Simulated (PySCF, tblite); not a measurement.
CH7Cl3Si4.
Z-matrix (Å and degrees, GFN2-xTB geometry), rows numbered from 1:
```
C 
Si  1  1.9071
Si  2  2.3905  1  111.22
Cl  3  2.0399  2  115.02  1   -15.04
Si  3  2.3852  2   89.95  1   104.18
Cl  5  2.0512  3  112.01  2  -103.18
Si  5  2.3753  3   89.47  2     8.52
Cl  7  2.0555  2  110.68  1   144.67
H   1  1.0863  2  110.42  3   -50.88
H   1  1.0861  2  112.53  3  -171.10
H   1  1.0860  2  111.26  3    68.15
H   2  1.4747  1  105.71  3  -130.30
H   3  1.4684  2  118.45  1  -137.32
H   5  1.4675  3  120.26  2   136.30
H   7  1.4690  2  122.22  1    24.50
```

Computed with PBE0/pcSseg-1 in PySCF (dipole) on a GFN2-xTB geometry, gas phase.

Take the most abundant isotopes and a rigid rotor. The values belong to one conformer with, in the numbering `[CH3:1][Si@H:2]1[Si@@H:3]([Cl:4])[Si@@H:5]([Cl:6])[Si@@H:7]1[Cl:8]`, C1–Si2–Si3–Cl4 -15°, Si2–Si3–Si5–Cl6 -103°, Si3–Si5–Si7–Cl8 104°, C1–Si2–Si7–Si5 -104°.

Problem. What are A, B and C (MHz)?

Solution. Ia = 678.27, Ib = 1076.93, Ic = 1405.74 u·Å²; 505379 MHz·u·Å²/I gives A = 745.1, B = 469.3, C = 359.5 MHz.

Problem. What kind of rotor is it?

Solution. An asymmetric top; Ray's κ = -0.431.

Problem. What does the inertial defect say?

Solution. Not planar: Δ = Ic − Ia − Ib = -349.46 u·Å². For a rigid frame Δ = −2 Σ m c², so Σ m c² = 174.73 u·Å² lies off the ab plane: 28.73 from hydrogen and 146.01 from heavier atoms. The atom farthest from that plane is 2.67 Å away.

Problem. Give the other two planar moments, Paa and Pbb, and the rms extents of the mass along the axes.

Solution. Paa = Σ m a² = (Ib + Ic − Ia)/2 = 902.20 and Pbb = Σ m b² = (Ia + Ic − Ib)/2 = 503.53 u·Å². With the mass M = 235.87 u, the rms extents √(P/M) along a, b and c are 1.96, 1.46, 0.86 Å.

Problem. Give the coordinates in the principal-axis frame, origin at the centre of mass.

Solution. The sense of each axis is arbitrary; atoms in the order of the calculation.
```json
{"atom": "C1", "mass (u)": "12.000", "a (Å)": "0.500", "b (Å)": "-2.333", "c (Å)": "-1.973"}
{"atom": "Si2", "mass (u)": "27.977", "a (Å)": "-0.326", "b (Å)": "-1.867", "c (Å)": "-0.318"}
{"atom": "Si3", "mass (u)": "27.977", "a (Å)": "1.149", "b (Å)": "-0.577", "c (Å)": "1.051"}
{"atom": "Cl4", "mass (u)": "34.969", "a (Å)": "3.107", "b (Å)": "-0.608", "c (Å)": "0.478"}
{"atom": "Si5", "mass (u)": "27.977", "a (Å)": "-0.078", "b (Å)": "1.396", "c (Å)": "0.510"}
{"atom": "Cl6", "mass (u)": "34.969", "a (Å)": "0.897", "b (Å)": "2.552", "c (Å)": "-0.875"}
{"atom": "Si7", "mass (u)": "27.977", "a (Å)": "-1.725", "b (Å)": "0.053", "c (Å)": "-0.553"}
{"atom": "Cl8", "mass (u)": "34.969", "a (Å)": "-3.381", "b (Å)": "-0.104", "c (Å)": "0.653"}
{"atom": "H9", "mass (u)": "1.008", "a (Å)": "0.919", "b (Å)": "-1.452", "c (Å)": "-2.450"}
{"atom": "H10", "mass (u)": "1.008", "a (Å)": "-0.197", "b (Å)": "-2.785", "c (Å)": "-2.673"}
{"atom": "H11", "mass (u)": "1.008", "a (Å)": "1.314", "b (Å)": "-3.036", "c (Å)": "-1.823"}
{"atom": "H12", "mass (u)": "1.008", "a (Å)": "-0.879", "b (Å)": "-3.124", "c (Å)": "0.220"}
{"atom": "H13", "mass (u)": "1.008", "a (Å)": "1.221", "b (Å)": "-0.884", "c (Å)": "2.485"}
{"atom": "H14", "mass (u)": "1.008", "a (Å)": "-0.416", "b (Å)": "2.367", "c (Å)": "1.556"}
{"atom": "H15", "mass (u)": "1.008", "a (Å)": "-2.317", "b (Å)": "0.438", "c (Å)": "-1.841"}
```

Problem. Where do the levels up to J = 4 lie, in cm⁻¹?

Solution. Above 0(0,0):
J = 1: 1(0,1) 0.0276, 1(1,1) 0.0368, 1(1,0) 0.0405
J = 2: 2(0,2) 0.0820, 2(1,2) 0.0885, 2(1,1) 0.0995, 2(2,1) 0.1271, 2(2,0) 0.1280
J = 3: 3(0,3) 0.1617, 3(1,3) 0.1654, 3(1,2) 0.1872, 3(2,2) 0.2100, 3(2,1) 0.2142, 3(3,1) 0.2657, 3(3,0) 0.2658
J = 4: 4(0,4) 0.2654, 4(1,4) 0.2672, 4(1,3) 0.3029, 4(2,3) 0.3199, 4(2,2) 0.3309, 4(3,2) 0.3777, 4(3,1) 0.3786, 4(4,1) 0.4537, 4(4,0) 0.4537
The levels of one J sum to (2J + 1)J(J + 1)(A + B + C)/3.

Problem. Which lines would a microwave search look for?

Solution. The dipole components are |μa| = 0.51 D, |μb| = 1.49 D, |μc| = 0.30 D. The squared components, which scale the intensities, stand as 0.12 : 1.00 : 0.04 (a : b : c). Some lines, for components of 0.1 D or more:

| type | branch | J(Ka,Kc) | MHz | lower level (cm⁻¹) |
| --- | --- | --- | --- | --- |
| b | Q | 1(1,0) ← 1(0,1) | 386 | 0.028 |
| b | Q | 2(1,1) ← 2(0,2) | 522 | 0.082 |
| a | Q | 3(1,2) ← 3(1,3) | 654 | 0.165 |
| b | Q | 3(1,2) ← 3(0,3) | 765 | 0.162 |
| a | R | 1(0,1) ← 0(0,0) | 829 | 0.000 |
| b | Q | 2(2,0) ← 2(1,1) | 854 | 0.099 |
| c | R | 1(1,0) ← 0(0,0) | 1214 | 0.000 |
| a | R | 2(1,2) ← 1(1,1) | 1548 | 0.037 |
| b | Q | 3(3,0) ← 3(2,1) | 1548 | 0.214 |
| a | R | 2(0,2) ← 1(0,1) | 1631 | 0.028 |
| b | Q | 3(3,1) ← 3(2,2) | 1669 | 0.210 |
| c | R | 2(1,1) ← 1(0,1) | 2153 | 0.028 |
| a | R | 3(0,3) ← 2(0,2) | 2388 | 0.082 |
| a | R | 3(2,2) ← 2(2,1) | 2486 | 0.127 |
| b | R | 3(1,3) ← 2(0,2) | 2499 | 0.082 |
| b | R | 2(2,1) ← 1(1,0) | 2595 | 0.041 |
| c | R | 2(2,0) ← 1(1,0) | 2622 | 0.041 |
| c | R | 2(2,1) ← 1(1,1) | 2705 | 0.037 |
| b | R | 3(2,2) ← 2(1,1) | 3314 | 0.099 |
| c | R | 3(2,2) ← 2(1,2) | 3643 | 0.088 |

Problem. Estimate the classical rotational partition function at 25 K, 100 K and 298.15 K.

Solution. Point group C1, symmetry number σ = 1; q = (√π/σ)·√((kT/h)³/(ABC)), k/h = 20836.6 MHz/K: 59400 at 25 K, 475000 at 100 K, 2450000 at 298.15 K.

Its GFN2-xTB frequencies are all real (lowest 21 cm⁻¹). No vibrational averaging or centrifugal distortion is included, and the geometry carries the error of its method. A rigid rotor knows nothing of internal rotation, which can split or shift real lines. Quadrupole hyperfine structure (35Cl) is left out.

On one thread of an Arm Neoverse N1, no GPU, shared host with 64 logical CPUs at a one-minute load of 58, this took 97 s of wall time and 1.0 GiB of memory at its peak. This is the PBE0/pcSseg-1 job that gave the dipole, with the shieldings it also computed.
